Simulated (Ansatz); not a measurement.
Species: C₃H₃N₂ (charge 0, doublet). It need not be the lowest isomer of its formula. 
Coordinates optimised at B3LYP-D3(BJ)/def2-TZVP (Ansatz, a program for electronic structure):
```
C
H 1 1.0795
C 1 1.4341 2 128.46
N 3 1.2960 1 110.93 2 180.00
H 3 1.0801 4 121.50 1 -180.00
C 1 1.4341 2 128.46 3 180.00
N 6 1.2960 1 110.93 2 180.00
H 6 1.0801 7 121.50 4 -180.00
```
Charge 0, spin multiplicity 2.

Atomisation energy built up term by term with Ansatz (kcal/mol; UHF references for open shells; valence terms freeze the core; atomic spin-orbit terms are left out). CBS(X,Y): correlation extrapolated as X^-3; Hartree-Fock from the larger set (for Q and 5 zeta extrapolated as (X+1)exp(-9√X)).

The UHF reference is spin-contaminated (<S^2> 0.37 over the pure value in the largest basis). 

| term | basis | kcal/mol |
|---|---|---|
| Hartree-Fock | CBS(cc-pVQZ,cc-pV5Z) | 541.89 |
| CCSD correlation | CBS(cc-pVQZ,cc-pV5Z) | 251.39 |
| (T) | CBS(cc-pVQZ,cc-pV5Z) | 23.45 |
| core correlation | cc-pwCVTZ | 4.23 |
| scalar relativity (X2C) | cc-pVTZ-DK against cc-pVTZ | -0.78 |
| sum: De |  | 820.2 |

(T) makes 2.9 % of the CCSD(T) atomisation energy; under 5 % is typical of single-reference molecules.
